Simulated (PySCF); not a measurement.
# Computed properties of Si(Cl)(H)2(SeH) (ClH3SeSi), SMILES Cl[SiH2][SeH]

Si(Cl)(H)2(SeH) (ClH3SeSi), SMILES Cl[SiH2][SeH]. Geometry: TPSSh-D3(BJ)/def2-SVP. Other conformers were not sampled. All values are computed for the isolated molecule unless a solvent is named; none is compared with measurement here.

**Structure.** The optimised structure has Cs symmetry. All 12 harmonic modes at TPSSh-D3(BJ)/def2-SVP (PySCF) are real, so it is a minimum. With heavy atoms numbered as in [SiH2:1]([Cl:2])[SeH:3], the shortest bond between them is Si1–Cl2 at 2.070 Å and the longest Si1–Se3 at 2.283 Å.

**Vibrations.** The strongest infrared lines (harmonic, unscaled, degenerate partners summed) lie at 863 cm⁻¹ (321 km/mol, H 91 %, Si 9 %), 978 cm⁻¹ (141 km/mol, H 96 %), 2278 cm⁻¹ (110 km/mol, H 95 %). The softest mode is at 64 cm⁻¹ and the zero-point energy is 16.9 kcal/mol.

**Electronic structure.** PBE0/def2-TZVPD (PySCF) places the frontier levels at -7.36 and -0.59 eV, a gap of 6.77 eV, and gives a dipole moment of 1.70 D and a mean polarisability of 70.6 bohr³.

**Excitations.** TDA-M06-2X/def2-SVPD (PySCF) has S1 at 5.20 eV (238 nm, f = 0.001, dark); the most intense of the 10 singlets computed lies at 7.64 eV (f = 0.13). T1 (TDA) is at 4.90 eV, 0.30 eV under S1. No vertical singlet excitation falls in the visible range (under 3.1 eV).

**NMR.** GIAO shifts at B3LYP/pcSseg-1 (PySCF) (non-relativistic, atoms alike by connectivity averaged): ¹H from 0.6 to 6.1 ppm against TMS; ²⁹Si at 11.9 ppm against TMS. Without spin–orbit terms, shifts of atoms bonded to Cl or Br come out too high.
